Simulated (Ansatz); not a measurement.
`N[SiH2]N[SiH2]O` and `N[SiH2][NH][InH2]` differ in one atom or group.

Ansatz, PBE0-D4/def2-TZVP geometries, multiplicity 1. Each molecule was computed in one conformer, which needn't be the lowest. `N[SiH2][NH][InH2]` holds a close contact that its SMILES doesn't draw: In···N 2.39 Å.

Elements past krypton have def2 core potentials.

```tsv
property	`N[SiH2]N[SiH2]O`
HOMO–LUMO gap (PBE0/def2-TZVPP) / eV	7.90
HOMO–LUMO gap (ωB97M-V/def2-TZVPP) / eV	11.66
LUMO energy (PBE0/def2-TZVPP) / eV	0.45
LUMO energy (ωB97M-V/def2-TZVPP) / eV	1.86
HOMO energy (ωB97M-V/def2-TZVPP) / eV	-9.79
HOMO–LUMO gap (PBE/def2-TZVPP) / eV	5.68
```

(1) Give the same properties after the change, and the shifts. (Best estimate.)

## Answers

(1) The calculation gave: 
```csv
property,`N[SiH2][NH][InH2]`,shift
HOMO–LUMO gap (PBE0/def2-TZVPP) / eV,5.80,-2.10
HOMO–LUMO gap (ωB97M-V/def2-TZVPP) / eV,9.33,-2.33
LUMO energy (PBE0/def2-TZVPP) / eV,-0.72,-1.17
LUMO energy (ωB97M-V/def2-TZVPP) / eV,0.54,-1.32
HOMO energy (ωB97M-V/def2-TZVPP) / eV,-8.79,1.00
HOMO–LUMO gap (PBE/def2-TZVPP) / eV,3.79,-1.89
```

With PBE0 the HOMO rises by 0.93 eV and the LUMO falls by 1.17 eV, so the gap narrows by about 2.10 eV. PBE moves the HOMO by 0.82 eV and ωB97M-V by 1.00 eV.
